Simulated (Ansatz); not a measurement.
Re3⁺. Total charge 1; quintet. Geometry PBE0-D4/def2-TZVP; atoms count from 1.

```xyz
3

Re    1.060   -0.706    0.268
Re   -0.073    1.239    0.393
Re   -0.987   -0.533   -0.661
```

In the def2 sets Re takes a core potential; there is no spin–orbit coupling. The structure comes from a short search, and lower isomers may exist.

(1) Estimate the Mulliken populations from the PBE0/def2-TZVP orbitals of Ansatz.

(2) Where does the spin sit?

(3) And the Mayer bond orders between heavy atoms (over 0.3)?

Results:

(1) 
```csv
atom,charge (e),spin (α − β),d electrons
Re1,0.33,1.33,5.53
Re2,0.33,1.33,5.53
Re3,0.33,1.33,5.53
```
Mulliken values depend strongly on the basis.

(2) Summed by element: Re 4.00, of 4 unpaired in all. Largest on single atoms: Re1 1.33, Re3 1.33, Re2 1.33.

(3) Re1–Re2 2.62 (2.26 Å); Re1–Re3 2.62 (2.26 Å); Re2–Re3 2.62 (2.26 Å).
